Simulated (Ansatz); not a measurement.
A run for Ansatz (an electronic-structure program): U-CCSD(T)/def2-TZVPP on CdFH (SMILES [F][CdH]), a point of a bond scan (R = 1.799 Å). Elements past Kr take the def2 small-core potentials; no spin–orbit coupling.

Ansatz 0.2 input:
```yaml
crystal:
  periodic: [false, false, false]
  atoms:
    - {symbol: Cd, position_ang: [-0.00000000, -0.00000000, -0.27480080]}
    - {symbol: H, position_ang: [0.00000000, 0.00000000, -2.07340936]}
    - {symbol: F, position_ang: [0.00000000, 0.00000000, 1.67781534]}
basis:
  gaussian:
    orbitals: def2-TZVPP
correlation: {method: ccsd_t, electrons: outside_noble_gas}
scf: {omitted_lower_state_checks: [cluster_reference]}
magnetization: {spin_polarized: true, initial_magnetization: 0}
```

Output:

```
WARN ansatz: RAYON_NUM_THREADS=1 ignored (pool sized by the plan → 1); use --threads N
Functional definition: HF
these checks for a lower state are left out or cut short: cluster_reference
integrals: 0.18 GiB planned
675 factors; integrals over basis functions are off by at most 1.4e-3 eV
mean field: 0.23 GiB planned
mean field evaluation 1: about -7260.9393 eV, gradient 2.5e1 eV
mean field evaluation 2: about -7260.9445 eV, gradient 2.5e1 eV
mean field evaluation 4: about -7263.4649 eV, gradient 1.4e0 eV
mean field evaluation 8: about -7263.4885 eV, gradient 1.8e-3 eV
mean field -7263.48850320 eV, -266.9282791232 hartree, gradient 4.6e-6 eV, S^2 0.000000; 0 other end points of the search recorded, 0 dependent functions left out
5 core orbitals not correlated
reference -7263.48850320 eV, -266.9282791232 hartree; 10, 10 occupied and 86, 86 virtual orbitals, 675 factors
second order -19.25201405 eV of doubles, -0.00000000 eV of singles
coupled cluster: 0.54 GiB planned
cycle   1  -18.08855430 eV  change     1.2e0 eV  update   1.1e-1
cycle   2  -18.46599047 eV  change   -3.8e-1 eV  update   3.8e-2
cycle   3  -18.57153831 eV  change   -1.1e-1 eV  update   2.3e-2
cycle   4  -18.56420774 eV  change    7.3e-3 eV  update   7.8e-3
cycle   5  -18.55335845 eV  change    1.1e-2 eV  update   2.3e-3
cycle   6  -18.55422423 eV  change   -8.7e-4 eV  update   9.0e-4
cycle   7  -18.55466412 eV  change   -4.4e-4 eV  update   2.6e-4
cycle   8  -18.55453797 eV  change    1.3e-4 eV  update   1.1e-4
cycle   9  -18.55452003 eV  change    1.8e-5 eV  update   3.8e-5
cycle  10  -18.55456816 eV  change   -4.8e-5 eV  update   1.6e-5
cycle  11  -18.55454475 eV  change    2.3e-5 eV  update   6.9e-6
perturbative correction -0.58214443 eV, -0.0213934133 hartree
Total energy: -7282.62519238 eV, -267.6315394794 hartree
Checks for a lower state left out: cluster_reference
```

The calculation finished and met its thresholds.

Cost: very roughly 22 core-seconds.
